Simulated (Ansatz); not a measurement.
H8InNO3Si (`[OH][In-]([OH])([OH])[NH2+][SiH3]`). Total charge 0; spin multiplicity 1. In takes the def2 core potential.

Z-matrix (Å, degrees):
```
In
O 1 2.006
O 1 1.998 2 118.7
O 1 1.998 2 118.7 3 -160.5
N 1 2.313 2 92.9 3 98.7
H 2 0.960 1 112.7 3 17.2
H 3 0.959 1 112.6 2 -142.2
H 4 0.960 1 112.2 2 16.0
Si 5 1.786 1 112.9 2 -0.1
H 5 1.016 1 104.8 2 123.9
H 5 1.016 1 103.9 2 -123.5
H 9 1.475 5 107.5 1 60.6
H 9 1.476 5 107.5 1 -63.0
H 9 1.489 5 108.5 1 178.9
```

Q: List the harmonic frequencies (cm⁻¹, unscaled) at PBE0-D4/def2-TZVP in Ansatz. (Estimate.)

A: Ansatz gave: 33, 56, 71, 108, 112, 142, 158, 206, 233, 241, 266, 327, 486, 562, 583, 591, 666, 684, 748, 780, 797, 801, 894, 912, 955, 965, 991, 1589, 2214, 2282, 2300, 3506, 3586, 3897, 3897, 3899.

Q: Is this a minimum?

A: Yes, all 36 modes are real.

Q: Give the ideal-gas thermochemistry at 298.15 K and 1 bar (rigid rotor, harmonic oscillator; point group C1, symmetry number 1).

A: Zero-point energy 242.5 kJ/mol; H(298) − E = 276.5 kJ/mol; entropy 461.9 J/(mol·K), of which translation 175.7, rotation 122.3, vibration 163.9; G(298) − E = 138.8 kJ/mol. Modes under 100 cm⁻¹ are hindered rotations or soft bends, so the harmonic entropy is rough.

Q: And at 400, 500, 600, 800 and 1000 K?

A: 
| T (K) | H − E (kJ/mol) | S (J/mol/K) | G − E (kJ/mol) |
| --- | --- | --- | --- |
| 400 | 295.7 | 517.0 | 88.9 |
| 500 | 316.7 | 563.9 | 34.8 |
| 600 | 339.3 | 605.0 | -23.7 |
| 800 | 387.9 | 674.9 | -152.0 |
| 1000 | 440.0 | 732.9 | -292.9 |
